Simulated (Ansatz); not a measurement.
Several settings on one geometry of SbMe2Cl (C₂H₆ClSb) (that of the charge 0 singlet, PBE-D4/def2-SVP). Ansatz on 2 threads of Arm Neoverse V1 on a shared host; times are rough.

```xyz
10

Sb   -0.3298   -0.5742    1.1742
C     1.5261   -0.5370    0.0151
H     2.0449    0.4269    0.1916
H     1.2775   -0.6406   -1.0582
H     2.1829   -1.3706    0.3285
C    -1.2261    1.0517    0.0161
H    -2.2950    1.1531    0.2826
H    -1.1311    0.8210   -1.0619
H    -0.6984    1.9988    0.2480
Cl   -1.3511   -2.3290   -0.1360
```

Totals from different functionals, basis sets or treatments of relativity can't be compared as stabilities.

In the def2 sets Sb takes a core potential; there is no spin–orbit coupling. LC-ωPBE has ω = 0.4 bohr⁻¹.

The spins typed aren't always the lowest for that charge.

**Question.** Give the basis size and estimate the energy, ⟨S²⟩ and time of these runs.

| run | method | charge | state | further keys |
| --- | --- | --- | --- | --- |
| 1 | RKS revPBE-D3(BJ)/def2-mTZVPP | 0 | singlet | scf: {omitted_lower_state_checks: [starts]} |
| 2 | RKS revPBE-D3(BJ)/def2-mTZVPP | 0 | singlet | scf: {lower_state_search: light}; forces asked |
| 3 | UKS LC-ωPBE/def2-TZVP | -1 | doublet | nuclear_model: gaussian; forces asked |
| 4 | UKS r2SCAN50/def2-SVP | -1 | doublet | final_grid: {core_spheres: 5, valence_spheres: 4, degree: 11}; point_charges: [{charge: 2.00, position_ang: [4.704, 0.136, -0.238]}]; scf: {lower_state_search: off} |

**Answer.** 
```csv
run,functions,energy (Eh),⟨S²⟩,wall time
1,131,-780.3115,–,2.6 s
2,131,-780.3115,–,3.3 s
3,185,-780.2052,0.76,16 s
4,102,-780.2702,0.75,4.4 s
```

The highest occupied level of an anion often lies above zero with these methods, and sets without diffuse functions describe the outer electron poorly.
